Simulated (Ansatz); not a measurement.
Ansatz (a first-principles code) input (CCSD(T)/aug-cc-pV(D+d)Z):
A basis named .json is the Basis Set Exchange file of that set.

Ansatz 0.2 input:
```yaml
crystal:
  periodic: [false, false, false]
  atoms:
    - {symbol: C, position_ang: [-1.16121811, -0.18331432, -0.02340017]}
    - {symbol: Si, position_ang: [0.62903689, 0.09747431, 0.00115907]}
    - {symbol: H, position_ang: [-1.68556782, 0.56423601, -0.62169877]}
    - {symbol: H, position_ang: [-1.41324193, -1.19650419, -0.34225064]}
    - {symbol: H, position_ang: [-1.51267979, -0.07261084, 1.01662181]}
    - {symbol: H, position_ang: [1.19698143, 1.44308458, -0.15835579]}
    - {symbol: H, position_ang: [1.57530031, -1.00295996, 0.22985740]}
basis:
  gaussian:
    orbitals: aug-cc-pV_D+d_Z.json
total_charge: 1
magnetization: {spin_polarized: false}
correlation: {method: ccsd_t, electrons: outside_noble_gas}
output: {forces: true}
```

Output:

```
Functional definition: HF
integrals: 0.13 GiB planned
1003 factors; integrals over basis functions are off by at most 1.0e-3 eV
mean field: 0.24 GiB planned
mean field evaluation 1: about -8959.7248 eV, gradient 4.2e1 eV
mean field evaluation 2: about -8959.7247 eV, gradient 4.2e1 eV
mean field evaluation 4: about -8964.1318 eV, gradient 2.2e0 eV
mean field evaluation 8: about -8964.1588 eV, gradient 7.7e-2 eV
mean field evaluation 16: about -8964.1582 eV, gradient 3.1e-1 eV
mean field -8964.15886621 eV, -329.4267622080 hartree, gradient 2.7e-6 eV, S^2 0.000000; 0 other end points of the search recorded, 0 dependent functions left out
6 core orbitals not correlated
reference -8964.15886621 eV, -329.4267622080 hartree; 6, 6 occupied and 88, 88 virtual orbitals, 1003 factors
densities: 0.54 GiB planned
second order -6.40214780 eV of doubles, -0.00000000 eV of singles
coupled cluster: 0.36 GiB planned
cycle   1  -7.12595872 eV  change   -7.2e-1 eV  update   6.2e-2
cycle   2  -7.38598944 eV  change   -2.6e-1 eV  update   2.0e-2
cycle   3  -7.40748422 eV  change   -2.1e-2 eV  update   6.1e-3
cycle   4  -7.40592203 eV  change    1.6e-3 eV  update   2.0e-3
cycle   5  -7.40550884 eV  change    4.1e-4 eV  update   7.1e-4
cycle   6  -7.40542595 eV  change    8.3e-5 eV  update   2.3e-4
cycle   7  -7.40540569 eV  change    2.0e-5 eV  update   6.6e-5
cycle   8  -7.40540797 eV  change   -2.3e-6 eV  update   2.4e-5
cycle   9  -7.40540203 eV  change    5.9e-6 eV  update   6.5e-6
perturbative correction -0.20093173 eV, -0.0073841050 hartree
the calculation of the forces begins
Total energy: -8971.76519997 eV, -329.7062898179 hartree
Atom 0 at    -1.161218    -0.183314    -0.023400 Å, force    -0.007959    -0.004376    -0.019815 eV/Å
Atom 1 at     0.629037     0.097474     0.001159 Å, force     0.320020     0.050679     0.007454 eV/Å
Atom 2 at    -1.685568     0.564236    -0.621699 Å, force    -0.214375     0.308996    -0.252666 eV/Å
Atom 3 at    -1.413242    -1.196504    -0.342251 Å, force    -0.101667    -0.419723    -0.137011 eV/Å
Atom 4 at    -1.512680    -0.072611     1.016622 Å, force    -0.117718     0.044821     0.397125 eV/Å
Atom 5 at     1.196981     1.443085    -0.158356 Å, force     0.045958     0.106082    -0.012824 eV/Å
Atom 6 at     1.575300    -1.002960     0.229857 Å, force     0.075741    -0.086480     0.017738 eV/Å
Dipole moment:     0.208607     0.034240     0.012449 e Å
```
